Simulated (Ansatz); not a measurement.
Geometry optimisation, DFT PBE, scalar-relativistic, plane waves, PAW (Ansatz 0.2.0).

The input (input.yaml):

```yaml
crystal:
  lattice:
    - [5.4, 0.0, 0.0]
    - [4.05, 7.014806, 0.0]
    - [0.0, 0.0, 16.2768]
  atoms:
    - { symbol: Ru, position: [0.0, 0.0, 0.0614371] }
    - { symbol: Ru, position: [0.5, 0.0, 0.0614371] }
    - { symbol: Ru, position: [0.0, 0.3333333, 0.0614371] }
    - { symbol: Ru, position: [0.5, 0.3333333, 0.0614371] }
    - { symbol: Ru, position: [0.0, 0.6666667, 0.0614371] }
    - { symbol: Ru, position: [0.5, 0.6666667, 0.0614371] }
    - { symbol: Ru, position: [-0.1666667, 0.2222222, 0.1928143] }
    - { symbol: Ru, position: [0.3333333, 0.2222222, 0.1928143] }
    - { symbol: Ru, position: [-0.1666667, 0.5555556, 0.1928143] }
    - { symbol: Ru, position: [0.3333333, 0.5555556, 0.1928143] }
    - { symbol: Ru, position: [-0.1666667, 0.8888889, 0.1928143] }
    - { symbol: Ru, position: [0.3333333, 0.8888889, 0.1928143] }
    - { symbol: Ru, position: [0.0, 0.0, 0.3241915] }
    - { symbol: Ru, position: [0.5, 0.0, 0.3241915] }
    - { symbol: Ru, position: [0.0, 0.3333333, 0.3241915] }
    - { symbol: Ru, position: [0.5, 0.3333333, 0.3241915] }
    - { symbol: Ru, position: [0.0, 0.6666667, 0.3241915] }
    - { symbol: Ru, position: [0.5, 0.6666667, 0.3241915] }
    - { symbol: Au, position: [0.318513, 0.8859193, 0.4765556] }
basis:
  ecutwfc: 420.0
kpoints:
  mp_grid: { grid: [2, 2, 1] }
hamiltonian:
  xc: pbe
scf:
  occupations: { method: fermi_dirac, width: 0.1 }
  lower_state_search: "off"
relax:
  f_tol: 0.08
  max_steps: 25
  adjacent_minimum: "off"
  constraints: [{ sites: [0, 1, 2, 3, 4, 5] }]
```

Command:

```bash
$ ansatz run input.yaml --threads 4 --pin off --max-ram 10240MiB --backend cpu --events-out ev --progress --plain --runs-dir out
```

Q: Where does it end, and by what steps?

A: The forces met the threshold. Limits of this set-up: coarse k mesh, thin slab, slab without dipole correction. After 4 steps the energy has fallen by 0.565 eV; Au19 moved furthest, 0.40 Å.

| step | energy less start (eV) | largest force component (eV/Å) | accepted |
| --- | --- | --- | --- |
| 0 | 0.0000 | 1.563 | yes |
| 1 | -0.4307 | 0.938 | yes |
| 2 | -0.5542 | 0.228 | yes |
| 3 | -0.5599 | 0.205 | yes |
| 4 | -0.5652 | 0.032 | yes |

```xyz
19
Lattice="5.4000 0.0000 0.0000 4.0500 7.0148 0.0000 0.0000 0.0000 16.2768" Properties=species:S:1:pos:R:3
Ru 0.000 0.000 1.000
Ru 2.700 0.000 1.000
Ru 1.350 2.338 1.000
Ru 4.050 2.338 1.000
Ru 2.700 4.677 1.000
Ru 5.400 4.677 1.000
Ru -0.006 1.563 3.066
Ru 2.704 1.562 3.070
Ru 1.351 3.890 3.086
Ru 4.049 3.893 3.082
Ru 2.696 6.241 3.069
Ru 5.400 6.230 3.069
Ru 0.007 0.007 5.139
Ru 2.685 0.011 5.143
Ru 1.349 2.343 5.149
Ru 4.049 2.341 5.141
Ru 2.697 4.670 5.153
Ru 5.401 4.669 5.153
Au 5.393 6.248 7.370
```

Time of the run: 31 s on 4 threads of Intel(R) Xeon(R) Platinum 8259CL CPU @ 2.50GHz (Skylake/Cascade Lake) (shared host), peak memory 2.1 GiB.
